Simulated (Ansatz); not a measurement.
The cluster Zn5Te4⁺. Total charge 1; doublet. Geometry PBE-D4/def2-SVP, that of the neutral singlet; atoms count from 1.

```xyz
9

Zn    1.746   -0.382    2.166
Zn    0.950   -1.790   -0.302
Zn   -0.291    1.552    1.225
Zn   -2.652    0.906   -3.551
Zn   -1.186    0.223   -1.459
Te    1.214   -2.801    1.964
Te    0.815   -0.796   -2.578
Te    1.997    2.090    2.062
Te   -2.593    0.998    0.472
```

In the def2 sets Te takes a core potential; there is no spin–orbit coupling. The structure comes from a short search, and lower isomers may exist.

Q: Estimate the Mulliken populations from the PBE0/def2-SVP orbitals of Ansatz.

A: 
| atom | charge (e) | spin (α − β) | d electrons |
| --- | --- | --- | --- |
| Zn1 | 0.34 | -0.01 | 9.94 |
| Zn2 | 0.35 | -0.01 | 9.94 |
| Zn3 | 0.35 | -0.02 | 9.94 |
| Zn4 | 0.36 | 0.21 | 9.98 |
| Zn5 | 0.27 | -0.06 | 9.93 |
| Te6 | -0.17 | 0.13 | – |
| Te7 | -0.18 | 0.26 | – |
| Te8 | -0.16 | 0.14 | – |
| Te9 | -0.15 | 0.35 | – |
Mulliken values depend strongly on the basis.

Q: Where does the spin sit?

A: Summed by element: Zn 0.12, Te 0.88, of 1 unpaired in all. Largest on single atoms: Te9 0.35, Te7 0.26, Zn4 0.21.

Q: And the Mayer bond orders between heavy atoms (over 0.3)?

A: Zn1–Te6 1.02 (2.49 Å); Zn1–Te8 1.01 (2.49 Å); Zn2–Te6 1.04 (2.50 Å); Zn2–Te7 0.97 (2.49 Å); Zn3–Te8 1.05 (2.49 Å); Zn3–Te9 0.96 (2.49 Å); Zn4–Zn5 0.42 (2.64 Å); Zn5–Te7 0.96 (2.51 Å); Zn5–Te9 0.94 (2.51 Å).
